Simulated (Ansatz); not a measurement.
The lowest singlet and triplet of OH (SMILES [OH+]); geometries from B3LYP-D3(BJ)/def2-TZVP, each state relaxed from the structure named, with no frequency check, low spin by broken symmetry.
Singlet (charge 1, multiplicity 1):
```xyz
2

O      0.00000     0.00000    -0.11563
H      0.00000     0.00000     0.92505
```
Triplet (charge 1, multiplicity 3):
```xyz
2

O      0.0000     0.0000    -0.1156
H      0.0000     0.0000     0.9250
```

```
level                                   gap E(singlet) − E(triplet), adiabatic (kJ/mol)  cost
--------------------------------------  -----------------------------------------------  ----
R-HF/cc-pVTZ                                                                      362.9     -
R-HF/cc-pVQZ                                                                      363.1     -
U-SVWN5/def2-TZVPP (spin-contaminated)                                            100.7    ×1
U-PBE/def2-TZVPP (spin-contaminated)                                               75.2    ×3
U-B3LYP/def2-TZVPP (spin-contaminated)                                             75.2    ×2
R-BHLYP/def2-TZVPP                                                                301.6    ×1
R-wB97X-V/def2-TZVPP                                                              278.1    ×2
R-wB97M-V/def2-TZVPP                                                              271.1    ×2
R-B2PLYP/def2-TZVPP                                                               293.5    ×1
R-SCS-MP2/cc-pVTZ                                                                 280.4     -
R-CCSD/cc-pVTZ                                                                    264.3     -
R-CCSD/cc-pVQZ                                                                    261.2     -
R-CCSD(T)/cc-pVTZ                                                                 244.7    ×2
R-CCSDT/cc-pVDZ                                                                   229.7     -
R-CCSDT/cc-pVTZ                                                                   218.1     -
SA-CASSCF(6,5)/cc-pVDZ                                                            245.0     -
SA-CASSCF(6,5)/cc-pVQZ                                                            239.7     -
SC-NEVPT2 on SA-CASSCF(6,5)/cc-pVTZ                                               219.4     -
SC-NEVPT2 on SA-CASSCF(6,5)/cc-pVQZ                                               214.5     -
FIC-MRCISD+Q on SA-CASSCF(6,5)/cc-pVQZ                                            210.8     -
```

The rows run from 75.2 (U-B3LYP/def2-TZVPP (spin-contaminated)) to 363.1 kJ/mol (R-HF/cc-pVQZ). In cc-pVTZ the value moves R-HF 362.9, R-CCSD 264.3, R-CCSD(T) 244.7, a shift of -118.2 from R-HF to R-CCSD(T). The 4 R-functionals in def2-TZVPP without D3 or D4 span 30.6, from R-wB97M-V to R-BHLYP.

A positive gap puts the triplet lower; no zero-point energy. R- takes a restricted singlet, here one determinant of a half-filled degenerate or near-degenerate pair, which mixes singlet states. U- takes an unrestricted singlet (broken symmetry where lower, unprojected). The triplet is unrestricted in single-reference levels. Active spaces average the two states.

Correlated levels freeze the cores.

Doubts at one or more of the structures used: a restricted determinant that unrestricted orbitals would lower (R-HF/cc-pVTZ, R-HF/cc-pVQZ, R-BHLYP/def2-TZVPP, R-wB97X-V/def2-TZVPP, R-wB97M-V/def2-TZVPP, R-B2PLYP/def2-TZVPP, R-SCS-MP2/cc-pVTZ, R-CCSD/cc-pVTZ, R-CCSD/cc-pVQZ, R-CCSD(T)/cc-pVTZ, R-CCSDT/cc-pVDZ, R-CCSDT/cc-pVTZ); other coupled-cluster roots lie near (R-CCSDT/cc-pVDZ, R-CCSDT/cc-pVTZ).

Programs: Ansatz (Gaussian orbitals). Values without a source in brackets are computed.

Costs are rough ratios of core time to R-PBE/def2-TZVPP (about 0.7 s over the structures, on one shared machine); a dash marks a level with no comparable run of its own.

Ansatz is a program for electronic structure.
